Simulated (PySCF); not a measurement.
This PySCF input asks for the NMR shieldings of `C(CC[C@@H]([SiH2]N(C)C)F)#N`, C6H13FN2Si; the geometry comes from GFN2-xTB.

```python
import basis_set_exchange as bse
import numpy as np
from pyscf import gto, dft
from pyscf.prop import nmr

atoms = """
C    -2.959137   -0.498332   -0.977440
N    -1.792185   -0.075079   -0.239624
C    -1.985111   -0.208609    1.188963
Si   -0.694466    1.051181   -0.927007
C     0.981978    0.876993   -0.004437
F     0.868006    1.401676    1.285628
C     1.495788   -0.550591    0.100667
C     2.889516   -0.617984    0.744608
C     3.877397    0.007170   -0.095898
N     4.647971    0.505824   -0.777652
H    -3.829190    0.128322   -0.752248
H    -2.760443   -0.441740   -2.043470
H    -3.204463   -1.530993   -0.716865
H    -1.114669    0.153545    1.726016
H    -2.857215    0.360458    1.528832
H    -2.149021   -1.260705    1.440558
H    -0.486157    0.616280   -2.308730
H    -1.054661    2.476031   -0.862078
H     1.735252    1.504559   -0.492671
H     0.801564   -1.137576    0.703687
H     1.524469   -0.977204   -0.903022
H     3.184962   -1.657803    0.912255
H     2.875062   -0.098439    1.707648
"""
names = dict.fromkeys(["C", "N", "Si", "F", "H"], "pcSseg-1")
basis = {el: gto.basis.parse(bse.get_basis(n, elements=[el], fmt="nwchem")) for el, n in names.items()}
mol = gto.M(atom=atoms, basis=basis, charge=0, verbose=0)
mf = dft.RKS(mol, xc="PBE0")
mf.grids.level = 2
mf.grids.alignment = dft.numint.BLKSIZE   # the property module wants whole blocks of grid points
mf.conv_tol = 1e-9
mf.kernel()

calc = nmr.RKS(mf)   # GIAO
C = mf.mo_coeff
Co = C[:, mf.mo_occ > 0]
resp = mf.gen_response(singlet=True, hermi=2)
def vind(x):   # induced exchange potential for any number of trial vectors
    d = np.einsum("pi,xij,qj->xpq", C, 2 * x.reshape(-1, C.shape[1], Co.shape[1]), Co, optimize=True)
    return np.einsum("xpq,pi,qj->xij", resp(d - d.transpose(0, 2, 1)), C, Co, optimize=True).ravel()
mo1, _ = nmr.rhf.solve_mo1(calc, with_cphf=vind)
sigma = calc.kernel(mo1)
for i, s in enumerate(sigma):   # ppm
    print("%2d %-2s %9.2f" % (i, mol.atom_pure_symbol(i), np.trace(s) / 3))
```

Problem. What does it print?

Solution. 
```
 0 C     143.99
 1 N     254.57
 2 C     146.88
 3 Si    380.27
 4 C      95.87
 5 F     435.70
 6 C     153.10
 7 C     172.53
 8 C      62.95
 9 N     -32.19
10 H      29.17
11 H      28.91
12 H      29.14
13 H      28.55
14 H      29.35
15 H      29.29
16 H      27.25
17 H      26.55
18 H      26.66
19 H      29.41
20 H      30.04
21 H      29.33
22 H      28.90
```

These numbers come from an equivalent density-fitted implementation of the same equations, which agrees with the script to about 0.01 ppm for H and up to a few tenths of a ppm for heavy atoms, so last digits may differ.

Problem. Turn these shieldings into chemical shifts. δ = σ(ref) − σ, references computed at the same level: TMS for ¹³C (σ = 186.93 ppm) and ²⁹Si (σ = 349.16 ppm) and ¹H (σ = 31.72 ppm); ¹⁵N (σ = 267.73 ppm) against NH3; ¹⁹F (σ = 170.95 ppm) vs CFCl3.

Solution. Averaging equivalent atoms: C 8: 124.0; C 4: 91.1; C 0/2: 41.5; C 6: 33.8; C 7: 14.4; N 9: 299.9; N 1: 13.2; Si 3: -31.1; F 5: -264.8; H 17: 5.17; H 18: 5.06; H 16: 4.47; H 22: 2.82; H 10/11/12/13/14/15: 2.65; H 21: 2.39; H 19: 2.31; H 20: 1.68 ppm. Unscaled 19F shifts against computed CFCl3 carry errors that often reach 10 to 50 ppm. Experimental scales use liquid or dissolved standards, which lie at an offset from isolated NH3 (liquid NH3: subtract about 20 ppm). Unscaled 15N shifts of sp2 nitrogen come out 20 to 40 ppm too high even then.

Size and cost of the density-fitted run: 242 basis functions, 67 s wall time on 1 thread of an Intel Xeon, shared host; peak memory 1.2 GiB.
